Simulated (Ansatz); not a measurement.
Cu₂I₃. The state is a doublet with charge 0. Geometry B3LYP-D4/def2-SVP.

```tsv
atom	x (Å)	y (Å)	z (Å)
Cu1	0.6614	0.1971	-0.9796
Cu2	-0.7897	-0.1084	0.8948
I3	-1.7773	1.1878	-1.1823
I4	0.3370	-2.2957	-0.1130
I5	1.5686	1.0192	1.3802
```

In the def2 sets I takes a core potential, while STO-3G treats all electrons; there is no spin–orbit coupling. HSE06 is defined as in plane-wave codes, on full-range PBE exchange. At HF/STO-3G the charge 0 doublet is spin-contaminated (final ⟨S²⟩ up to 2.77, 0.75 for a pure state). Another isomer (doublet) lies 0.47 eV lower at PBE0-D4/def2-TZVP; other spin states weren't run for this one.

Q: Estimate the α-spin orbital energies around the gap (eV) in Ansatz with HF/STO-3G, LDA (SPW92)/def2-TZVP, r2SCAN-D4/def2-TZVP, PBE0-D4/def2-SVP, HSE06-D4/def2-TZVP.

A: 
```
orbital  HF/STO-3G  LDA (SPW92)/def2-TZVP  r2SCAN-D4/def2-TZVP  PBE0-D4/def2-SVP  HSE06-D4/def2-TZVP
 HOMO−9     -13.37                  -7.39                -7.49             -9.11               -8.90
 HOMO−8     -11.65                  -7.37                -7.44             -9.09               -8.89
 HOMO−7     -11.23                  -7.11                -7.18             -8.23               -7.98
 HOMO−6     -11.05                  -7.01                -7.08             -8.07               -7.84
 HOMO−5     -10.29                  -6.94                -6.99             -8.04               -7.77
 HOMO−4      -9.86                  -6.78                -6.87             -7.78               -7.52
 HOMO−3      -9.36                  -6.74                -6.77             -7.72               -7.44
 HOMO−2      -9.31                  -6.57                -6.67             -7.37               -7.14
 HOMO−1      -8.97                  -6.19                -6.31             -7.14               -6.89
   HOMO      -3.93                  -6.13                -6.16             -7.05               -6.80
   LUMO       1.55                  -3.09                -2.57             -1.76               -2.29
 LUMO+1       3.87                  -3.05                -2.56             -1.64               -2.21
 LUMO+2       5.44                  -0.73                -0.17              0.74                0.05
 LUMO+3       6.11                   0.46                 1.00              1.51                1.18
 LUMO+4       6.43                   0.57                 1.20              2.73                1.34
 LUMO+5       7.71                   0.64                 1.25              2.96                1.37
 β HOMO      -3.76                  -6.04                -6.04             -6.95               -6.70
 β LUMO       3.85                  -5.90                -5.68             -5.08               -5.59
```
